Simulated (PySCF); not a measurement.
## TDDFT excited states: C4H6FNSi

C4H6FNSi.
SMILES: `Fc1cccn1[SiH3]`

Computed, not measured: TDDFT B3LYP/def2-SVPD, vertical, gas phase, core orbitals frozen in the response (PySCF). Isolated species at its GFN2-xTB geometry, gas phase.

Q: List the vertical singlet excitations with oscillator strengths and describe the spectrum.

A: 

```
state  E (eV)  E (kJ/mol)  λ (nm)       f  symmetry  main configurations (H = HOMO, L = LUMO)
   S1    5.02         485   246.8  0.0004         –                                 H→L (99%)
   S2    5.63         543   220.2  0.0002         –                               H→L+1 (98%)
   S3    5.95         575   208.2   0.015        A′                  H→L+2 (67%), H→L+4 (29%)
   S4    5.97         576   207.7  0.0083        A″                               H→L+3 (97%)
   S5    6.16         594   201.4  0.0019         –                               H-1→L (98%)
   S6    6.28         606   197.4   0.074        A′   H→L+4 (54%), H→L+2 (29%), H-1→L+2 (14%)
   S7    6.32         610   196.1  0.0070        A″                               H→L+5 (96%)
   S8    6.41         618   193.5  0.0035        A″                               H→L+6 (98%)
```

Triplets, Tamm–Dancoff:

| state | E (eV) | λ (nm) | main configurations (H = HOMO, L = LUMO) |
| --- | --- | --- | --- |
| T1 | 4.25 | 291.6 | H→L+2 (88%) |
| T2 | 4.99 | 248.7 | H→L (98%) |
| T3 | 5.34 | 232.3 | H→L+4 (43%), H→L+7 (31%), H-1→L+2 (19%) |

The lowest singlet lies at 5.02 eV (247 nm, ultraviolet) and is dark (f under 0.0005); its leading configuration is HOMO→LUMO (99%). The most intense listed level is S6 at 6.28 eV (197 nm, f = 0.074), 1.26 eV above S1. Löwdin shares by element: HOMO carbon 79% (atoms not listed hold the other 21%); LUMO silicon 43%, hydrogen 36% or more (atoms not listed hold the other 21%). The oscillator strengths of these states sum to 0.111; summed over the whole spectrum of an exact calculation they would give the number of electrons, 60 (Thomas–Reiche–Kuhn). Weighted by f, the mean energy of these states is 6.21 eV. The listed states span 1.38 eV, and the widest gap between neighbours is 0.61 eV (S1 to S2). Symmetry labels in Cs follow from the direction of the transition dipole and are given only for states with f of 0.002 or more. Singlets were solved by full linear response, triplets in the Tamm–Dancoff approximation.
